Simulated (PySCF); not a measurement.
From one molecule to another.

First species: C5H7F3S.
SMILES: `CCC[C@]1(F)SC1(F)F`

Second species: C2H7Cl3P2Si.
Z-matrix (Å and degrees, GFN2-xTB geometry), rows numbered from 1:
```
P 
Si  1  2.2589
P   2  2.2672  1  111.13
Cl  2  2.0512  1  114.29  3  -130.25
C   2  1.9247  1  107.03  3   113.00
C   5  1.5023  2  111.97  1    71.13
Cl  6  1.7797  5  110.25  2   -56.80
Cl  6  1.7868  5  111.29  2  -177.56
H   1  1.3906  2   94.71  3    43.58
H   1  1.3848  2   95.44  3   136.37
H   3  1.3845  2   94.54  1  -165.19
H   3  1.3837  2   94.34  1   -72.36
H   5  1.0904  2  108.67  1   -50.01
H   5  1.0905  2  110.66  1  -167.66
H   6  1.0912  5  112.62  2    62.67
```

Levels: PBE0/def2-SVPD for dipole moment, HOMO energy, LUMO energy, HOMO–LUMO gap, static isotropic polarisability and electronic spatial extent ⟨r²⟩ about the centre of nuclear charge; TDDFT PBE0/def2-SVPD for lowest singlet excitation; TDA PBE0/def2-SVPD for lowest triplet excitation (Tamm–Dancoff); GFN2-xTB for rotational constant A and rotational constant C. Geometries: GFN2-xTB. Each structure is a single optimised conformer of the isolated species, non-relativistic unless stated; the electronic structure was computed with PySCF and density fitting.

The conformers computed, where there is a choice (atom-mapped SMILES and torsion angles):
- `[CH3:1][CH2:2][CH2:3][C@:4]1([F:5])[S:6][C:7]1([F:8])[F:9]`: C1–C2–C3–C4 -65°, C2–C3–C4–F5 -53°
- `[PH2:1][Si:2]([PH2:3])([Cl:4])[CH2:5][CH:6]([Cl:7])[Cl:8]`: P1–Si2–C5–C6 71°, Si2–C5–C6–Cl7 -57°, H–P1–Si2–P3 44°, H–P1–Si2–P3 136°, H–P3–Si2–P1 -165°, H–P3–Si2–P1 -72°

Values for the first species:

```
Dipole moment                                                     : 2.40 D
HOMO energy                                                       : -7.89 eV
LUMO energy                                                       : -0.75 eV
HOMO–LUMO gap                                                     : 7.14 eV
Lowest singlet excitation                                         : 5.29 eV
Lowest triplet excitation (Tamm–Dancoff)                          : 4.80 eV
Static isotropic polarisability                                   : 80.9 au
Electronic spatial extent ⟨r²⟩ about the centre of nuclear charge : 1308 bohr²
Rotational constant A                                             : 1.893 GHz
Rotational constant C                                             : 0.988 GHz
```

Estimate the same properties for the second species, and the change in each.

```tsv
property	first	second	second less first
dipole moment	2.40 D	2.00 D	-0.40 D
HOMO energy	-7.89 eV	-7.52 eV	+0.37 eV
LUMO energy	-0.75 eV	-0.72 eV	+0.03 eV
HOMO–LUMO gap	7.14 eV	6.80 eV	-0.34 eV
lowest singlet excitation	5.29 eV	5.78 eV	+0.49 eV
lowest triplet excitation (Tamm–Dancoff)	4.80 eV	4.86 eV	+0.06 eV
static isotropic polarisability	80.9 au	147.1 au	+66.2 au
electronic spatial extent ⟨r²⟩ about the centre of nuclear charge	1308 bohr²	2820 bohr²	+1512 bohr²
rotational constant A	1.893 GHz	0.935 GHz	-0.958 GHz
rotational constant C	0.988 GHz	0.412 GHz	-0.576 GHz
```

On the first: A dipole of 2.40 D is allowed in C1, and pure rotational transitions are dipole-allowed. No computed singlet falls in the visible range (750 to 380 nm, 1.65 to 3.26 eV); S1 lies 2.03 eV above its blue end.

On the second: S1 lies 1.02 eV below the HOMO–LUMO gap; its leading configuration is HOMO→LUMO, weight 0.62. The vertical singlet–triplet gap S1 − T1 is 0.92 eV (TDDFT singlet less Tamm–Dancoff triplet; S1: HOMO→LUMO, weight 0.62; T1: HOMO→LUMO, weight 0.89).
